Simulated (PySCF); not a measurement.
## Static response to an electric field

Species: C6H14O.
Geometry (PBE0-D3(BJ)/def2-SVP, Å), atoms numbered from 1 in this order:
```xyz
21
C6H14O angstrom
C      2.9233    0.0790    0.0730
C      1.5362   -0.4238   -0.2539
O      0.6161    0.3715    0.4391
C     -0.7746    0.1468    0.2385
C     -1.4402    1.1359    1.1860
C     -1.1732    0.4544   -1.2055
C     -1.1642   -1.2829    0.6131
H      3.1066    0.0198    1.1562
H      3.6889   -0.5184   -0.4449
H      3.0317    1.1303   -0.2322
H      1.3690   -0.3763   -1.3482
H      1.4458   -1.4895    0.0349
H     -1.1402    2.1623    0.9286
H     -1.1206    0.9378    2.2194
H     -2.5363    1.0626    1.1320
H     -0.7427   -0.2680   -1.9152
H     -2.2667    0.4158   -1.3204
H     -0.8296    1.4616   -1.4856
H     -0.7334   -2.0228   -0.0781
H     -0.8190   -1.5174    1.6316
H     -2.2574   -1.4026    0.5825
```

Level: B3LYP/def2-SVPD (PySCF), static field, nuclei fixed, core orbitals frozen in the response. The polarisability tensor in these axes (au):

```
x   89.85 -1.46 -1.54
y   -1.46 77.41  0.49
z   -1.54  0.49 77.05
```

**Question.** Diagonalise the tensor; give its mean and Δα, where Δα² is half the sum of the squared differences of the eigenvalues.

**Answer.** Principal values 76.69, 77.41 and 90.21 au; mean 81.44 au = 12.07 Å³ = 13.43 × 10⁻⁴⁰ C²·m²/J; Δα = 13.17 au (16 % of the mean).

**Question.** What is the dipole moment, and where does it point?

**Answer.** (-0.49, -0.80, -0.71) D, 1.18 D in size, pointing from the negative to the positive side. Measured along this direction, the outermost atoms are H8 and H10 at the negative end and H19 and H16 at the positive end.

**Question.** Estimate the molar refractivity from the static electronic polarisability.

**Answer.** Lorentz–Lorenz: R = (4π/3)N_A α = 2.5225 cm³/(mol·Å³) × 12.07 Å³ = 30.4 cm³/mol, in the limit of long wavelengths.

**Question.** What are the principal values of the traceless quadrupole moment, Θ = ½Σq(3rr − r²1), about the centre of nuclear charge?

**Answer.** -2.35, -0.41, 2.76 D·Å. The values depend on the origin, since the dipole doesn't vanish. The electronic extent ⟨r²⟩ about the same centre is 971 bohr², a root-mean-square distance of 2.17 Å for the 58 electrons.

**Question.** Rayleigh depolarisation ratio (linearly polarised light, static tensor)?

**Answer.** ρ = 3Δα²/(45ᾱ² + 4Δα²) = 520.6/(298435 + 694.1) = 0.00174.

**Question.** Find the Langevin capture rate constant for H3+ (3.023 u) meeting this molecule (102.104 u), k = 2.342 × 10⁻⁹ cm³/s × √(α in Å³ / reduced mass in u).

**Answer.** The reduced mass is 2.94 u, so k = 4.75 × 10⁻⁹ cm³/s. The formula leaves out the permanent dipole, which adds to the capture rate.

Geometry: PBE0-D3(BJ)/def2-SVP, one conformer, isolated molecule.

The run behind these numbers computed excited states as well. The run took 54 s of wall time on one thread of an Intel Xeon Platinum 8488C, no GPU, shared host, and the process peaked at 1.0 GiB of memory.
